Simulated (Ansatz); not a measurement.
CH2I (SMILES [CH2]I) moved off its minimum; all values from Ansatz (an electronic-structure program), cores frozen in correlated methods. Open shells are unrestricted. Elements past Kr take the def2 small-core potentials, without spin–orbit coupling.
(charge 0, multiplicity 2)
```xyz
4

C     -1.78613     0.08399     0.00689
I      0.15757    -0.05217    -0.02385
H     -2.29598     0.95833     0.00913
H     -2.19879    -0.83972     0.10520
```

**Question.** Give the forces (eV/Å), the total energy and the dipole at CCSD(T)/def2-TZVPPD.

**Answer.** 
```tsv
atom	Fx	Fy	Fz
C1	0.668	-0.570	-0.151
I2	2.380	0.232	-0.077
H3	-1.345	2.459	-0.005
H4	-1.703	-2.122	0.234
```
Energy -335.9751 hartree, dipole 0.60 D.
